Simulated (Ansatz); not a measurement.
# Worked example: BrF + C3H6F2 → CH3F + C2H3BrF2

Species: BrF, singlet; C3H6F2 `CC(F)CF`, singlet; CH3F (fluoromethane) `CF`, singlet; C2H3BrF2 `FCC(F)Br`, singlet. The partners trade Br for CH3: F–Br and C–CH3 bonds give way to F–CH3 and C–Br.

Shapes, held fixed at every level: PBE0-D4/def2-TZVP. Flexible molecules stand in one conformer, not always the lowest. Programs: Ansatz 0.2.0. Electronic energies: no zero-point or thermal term.

At CCSD(T)/def2-TZVPP; 1 Eh = 2625.50 kJ/mol:

| species | energy (Eh) |
| --- | --- |
| BrF | -2672.378628 |
| C3H6F2 | -317.187558 |
| CH3F | -139.564071 |
| C2H3BrF2 | -2850.047770 |

Q: Work out ΔE of the reaction at this level.

A: 
1. Products less reactants: (-139.564071) + (-2850.047770) − [(-2672.378628) + (-317.187558)] = -0.045655 Eh = -119.9 kJ/mol.

Other levels give -134.8 (HF/def2-TZVPP) to -108.1 kJ/mol (PBE-D4/def2-TZVPP). No measured value is set beside it here. Relativity is left out for Br unless named. Correlated rows may include outer-core shells of Br, which these sets cover unevenly.
